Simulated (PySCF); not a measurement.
FGe, SMILES [F][Ge] (connectivity only; charge and spin as stated), charge +1, multiplicity 1.

Geometry optimised at PBE0-D3(BJ)/def2-TZVPD. The spin state was assumed, not searched.

The numbers are results of TDA-PBE/def2-TZVPD (PySCF 2.14.0), not measurements.

Vertical excitations; the highest root listed may be one member of a degenerate set. Gas-phase values at a fixed geometry. State labels are in the subgroup C2v.

Computed lowest excited states:
```
state  symmetry  energy (eV)  λ (nm)      f                                              main pairs
-----  --------  -----------  ------  -----  ------------------------------------------------------
S1           B2         6.69     185  0.108                            HOMO→LUMO+1 (degenerate set)
S2           B1         6.69     185  0.108                              HOMO→LUMO (degenerate set)
S3           A2         6.72     185  0.000                    HOMO−2→LUMO+1 50 %, HOMO−1→LUMO 50 %
S4           A2         6.87     181  0.000             HOMO−1→LUMO, HOMO−2→LUMO+1 (degenerate set)
S5           A1         6.87     181  0.000             HOMO−2→LUMO, HOMO−1→LUMO+1 (degenerate set)
S6           A1         8.33     149  0.008  HOMO−1→LUMO+1 36 %, HOMO−2→LUMO 36 %, HOMO→LUMO+2 23 %
S7           B2        10.32     120  0.003                          HOMO−1→LUMO+2 (degenerate set)
S8           B1        10.32     120  0.003                          HOMO−2→LUMO+2 (degenerate set)
S9           B2        11.57     107  0.467                          HOMO−3→LUMO+1 (degenerate set)
S10          B1        11.57     107  0.467                            HOMO−3→LUMO (degenerate set)
T1           B1         4.95     251      0                              HOMO→LUMO (degenerate set)
T2           B2         4.95     251      0                            HOMO→LUMO+1 (degenerate set)
T3           A1         6.21     200      0                    HOMO−2→LUMO 50 %, HOMO−1→LUMO+1 50 %
T4           A2         6.40     194      0                    HOMO−2→LUMO+1 50 %, HOMO−1→LUMO 50 %
```
Triplets are in the Tamm–Dancoff approximation.
